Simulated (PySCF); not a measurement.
Compound: fluorobenzene, C6H5F.
Bonds: F1–C2, C2–C3 (aromatic), C3–C4 (aromatic), C4–C5 (aromatic), C5–C6 (aromatic), C6–C7 (aromatic), C2–C7 (aromatic). Hydrogens: H8 on C3; H9 on C4; H10 on C5; H11 on C6; H12 on C7.

Method: PBE0-D3(BJ)/def2-SVP geometry optimisation, gas phase (PySCF 2.14.0); density fitting, grid level 1; the optimiser is geomeTRIC in internal coordinates, started from a GFN2-xTB structure with every atom displaced at random (about 0.01 Å).

Step 0: E = -9003.6449 eV
```
atom  x, y, z in Å  |  force x, y, z in eV/Å
F1     -2.2348   -1.4908    0.0159   -0.004   0.416  -0.004
C2     -1.1282   -0.7340    0.0023   -0.486  -0.593  -0.027
C3      0.0774   -1.3819   -0.0277    2.195   0.818   0.027
C4      1.2862   -0.6154   -0.0298   -3.280  -0.119  -0.011
C5      1.1754    0.7587   -0.0200    0.594   0.435   0.127
C6     -0.0588    1.4008    0.0118    0.283  -0.618  -0.044
C7     -1.2110    0.6477    0.0210   -0.715   0.076   0.012
H8      0.1463   -2.4521   -0.0355   -0.207  -0.731  -0.005
H9      2.2127   -1.1025   -0.0255    1.609  -0.800  -0.042
H10     2.0808    1.3509   -0.0038    0.331   0.292  -0.042
H11    -0.1202    2.4711    0.0360   -0.005   0.728  -0.003
H12    -2.1861    1.1192    0.0463   -0.315   0.097   0.011
```

Q: Estimate the geometry and energy of step 1. (The exact step hangs on the optimiser's Hessian estimate; all steps are aligned on step 0, rigid shifts and turns removed.)

A: E = -9003.7739 eV, largest force 0.644 eV/Å
```
atom  x, y, z in Å  |  force x, y, z in eV/Å
F1     -2.2549   -1.4595    0.0107    0.015  -0.146  -0.001
C2     -1.1307   -0.7471    0.0028    0.083   0.153  -0.003
C3      0.1035   -1.3918   -0.0225   -0.229  -0.018  -0.006
C4      1.2589   -0.6146   -0.0292    0.572  -0.288   0.067
C5      1.1929    0.7778   -0.0083   -0.087  -0.087  -0.032
C6     -0.0546    1.3969    0.0135   -0.084   0.208   0.043
C7     -1.2252    0.6400    0.0225    0.059   0.015  -0.015
H8      0.1360   -2.4843   -0.0341    0.025   0.060   0.000
H9      2.2429   -1.1180   -0.0331   -0.373   0.194  -0.035
H10     2.1059    1.3748   -0.0101    0.026   0.006   0.001
H11    -0.1241    2.4901    0.0338    0.004  -0.096  -0.014
H12    -2.2109    1.1074    0.0449   -0.013  -0.001  -0.003
```

The energy changes by -0.1290 eV. The first-order estimate −F·Δx gives -0.3173 eV and the mean of the old and new forces, exact on a quadratic surface, -0.1330 eV. The step makes an angle of 46° with the force vector and moves no atom by more than 0.038 Å.

The cost below is that of the whole optimisation. Time: 36 s of wall time; peak memory 0.52 GiB. Hardware: one thread of an Arm Neoverse V1, no GPU (shared host).
